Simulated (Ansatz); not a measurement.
`CO[Si]C` + HBr → `CO[Si]Br` + CH₄ at 500 K and 1 bar (ligand exchange at the Si–C bond).

Calculated with Ansatz (gas phase, PBE0-D4/def2-TZVP geometries, no zero-point term in ΔE). CCSD(T)/CBS adds triple-zeta CCSD(T) − MP2 to the extrapolated MP2 energy (def2 sets, frozen cores). This one scheme is used for every species. For Br outer-core shells are correlated without core-valence functions, which leaves a few kJ/mol of doubt a bond. Scalar relativity is left out up to krypton. One conformer a species, not always the lowest.

| species | CCSD(T)/CBS energy (Eh) | H − E (kJ/mol) | S (J/(mol·K)) |
| --- | --- | --- | --- |
| `CO[Si]C` | -443.95718 | 245.8 | 384.6 |
| HBr | -2573.91920 | 30.5 | 213.7 |
| `CO[Si]Br` | -2977.47730 | 149.8 | 378.2 |
| CH₄ | -40.46206 | 135.6 | 206.8 |

H − E and S are ideal-gas, rigid-rotor, harmonic terms from PBE0-D4/def2-TZVP, for one conformer and one mirror image of each species. 1 Eh = 2625.50 kJ/mol, R = 8.31446 J/(mol·K).

Q: By hand: ΔE, ΔH, ΔS and ΔG.

A: ΔE = (-2977.47730) + (-40.46206) − (-443.95718) − (-2573.91920) = -0.06298 Eh = -165.4 kJ/mol. Δ(H − E) = 149.8 + 135.6 − 245.8 − 30.5 = 9.1, so ΔH = -156.3 kJ/mol. ΔS = 378.2 + 206.8 − 384.6 − 213.7 = -13.3 J/(mol·K). ΔG = -156.3 − 500 × (-13.3)/1000 = -149.7 kJ/mol.

Q: By hand: the equilibrium constant, and the temperature at which ΔG would vanish if ΔH and ΔS stayed fixed.

A: log₁₀ K = −ΔG/(RT ln 10) = 15.6. ΔG = 0 at ΔH/ΔS = 11752 K, far beyond where these terms or the molecules hold.

The number of gas molecules stays the same, so ΔS is small and ΔH decides. A doubt of 5 kJ/mol in ΔE shifts log₁₀ K by 0.5 here. Other conformers and mirror images would add mixing entropy, several J/(mol·K) or more a flexible species. Modes under 60 cm⁻¹, often nearly free rotors, make the harmonic entropy too high. These are equilibria of isolated gas molecules and say nothing of rates. Largest T1 diagnostic: 0.014 (customary marks: 0.02 for closed shells, 0.045 for open ones).
